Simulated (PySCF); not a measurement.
Structure revision by computed shifts

A compound C$_{5}$H$_{14}$N$_{2}$Si$_{2}$ gives the data below (simulated from a calculation) and was assigned the structure `C/C=C\[Si@@H]1CNC[SiH2]N1`.

13C{1H} NMR (computed): δ 181.5 (CH), 140.0 (CH), 125.4 (CH2), 51.6 (CH2), 33.7 (CH3).

1H NMR (400 MHz, computed): δ 8.64 (t, 1H), 5.75 (m, 1H), 5.51 (m, 1H), 5.47 (m, 1H), 5.46 (s, 2H), 4.52 (s, 3H), 3.13 (m, 2H), 2.80 (s, 3H).

Level of theory: geometry: GFN2-xTB, GIAO PBE0/pcSseg-1 shieldings, in PySCF 2.14.0 with density-fitted response routines (gas phase, non-relativistic Hamiltonian, single conformer, fast rotation and ring inversion assumed for equivalent nuclei).

Referencing at the same level of theory: 1H and 13C vs TMS.

Q: Compare with the shifts computed for the proposed structure, pairing carbons in order of shift.

A: Mapped SMILES: `[CH3:1]/[CH:2]=[CH:3]\[Si@@H:4]1[CH2:5][NH:6][CH2:7][SiH2:8][NH:9]1`. Hydrogens are named by the atom that carries them.

```json
{"atom": "C2", "computed for proposal": "154.9", "given list": "181.5", "difference": "-26.6"}
{"atom": "C3", "computed for proposal": "132.5", "given list": "140.0", "difference": "-7.5"}
{"atom": "C5", "computed for proposal": "40.2", "given list": "125.4", "difference": "-85.2"}
{"atom": "C7", "computed for proposal": "37.8", "given list": "51.6", "difference": "-13.8"}
{"atom": "C1", "computed for proposal": "24.2", "given list": "33.7", "difference": "-9.5"}
```

The rms difference is 40.7 ppm and the largest -85.2 ppm at C5 (sp3 CH2 bonded to N and Si). The proposal doesn't fit.

Q: Which isomer fits?

A: SMILES C=CC/C=N\[SiH2]N(C)[SiH3].

- Carbon types of the structure: 2 × CH, 2 × CH2, 1 × CH3, leaving 5 H on heteroatoms.
- δC 181.5: C=N carbon.
- δC 140.0: alkene CH; an sp2 carbon of a C=C bond.
- δC 125.4: terminal =CH2 carbon; the olefinic region.
- δH 8.64: hydrogen on a C=N carbon.

The shifts were computed for this structure.

Shifts are as computed. Against solution values, carbons near 30 ppm lie about +3 ppm off and those near 130 ppm about +5 ppm. Of 1309 compounds with measured shifts, 239 miss one by over three times the rms of a fit or turn the order of signals round; such compounds aren't used in these exercises. Multiplicities follow the n + 1 count of equivalent neighbours, as no J values were calculated; m marks all less simple cases, F and P coupling included.
